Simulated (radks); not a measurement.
All-electron atom: the aluminium ion Al+ in [Ne] 3s2. Calculated with a radial shooting solver on a logarithmic mesh with Libxc functionals: scalar-relativistic Kohn-Sham, PBEsol, spin-polarised, spherical densities, point nucleus.

X-ray form factor f0, the Fourier transform of the density (f0(0) = 12):

sin(theta)/lambda (1/angstrom),f0 (electrons)
0.05,11.705
0.1,10.961
0.15,10.062
0.2,9.219
0.25,8.497
0.3,7.869
0.4,6.732
0.5,5.662
0.6,4.693
0.8,3.219
1,2.336
1.25,1.764
1.5,1.483
2,1.194
